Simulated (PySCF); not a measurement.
C6H9F3NP.
SMILES with atom numbers: `[F:1][C:2]([F:3])([F:4])/[CH:5]=[P:6]\[N:7]1[CH2:8][CH2:9][CH2:10][CH2:11]1`

NICS = −σ at a ghost point: NICS(0) at the centroid of the ring atoms, NICS(1) 1 Å to either side along the normal of their mean plane, zz for the tensor component along that normal. Level: GIAO PBE0/pcSseg-1 (PySCF, non-relativistic, gas phase) on the GFN2-xTB geometry, one conformer.

Ring bond lengths (Å), with Mayer bond orders in brackets: N7–C8 1.456 (0.91), C8–C9 1.521 (1.01), C9–C10 1.529 (1.04), C10–C11 1.536 (1.02), C11–N7 1.457 (0.84).

What do the NICS probes read (ppm)?

```
            ring                                             type  NICS(0)  NICS(1), two faces  NICS(1)zz, two faces  rms pucker (Å)  centre to ring atoms, mean (Å)
N7–C8–C9–C10–C11  5-membered ring with N; formal bonds all single     -6.7         -3.1 / -4.2           -4.2 / -4.1            0.18                            1.26
```

What do they say, and how far can they be read as aromaticity?

- N7–C8–C9–C10–C11: mean NICS(1)zz -4.1 ppm, shielded. C8, C9, C10, C11 have four or more neighbours; no verdict on aromaticity is drawn.

The run took about 2.2 min of CPU time (one thread, shared machine). This is the whole shielding run at PBE0/pcSseg-1, SCF included.
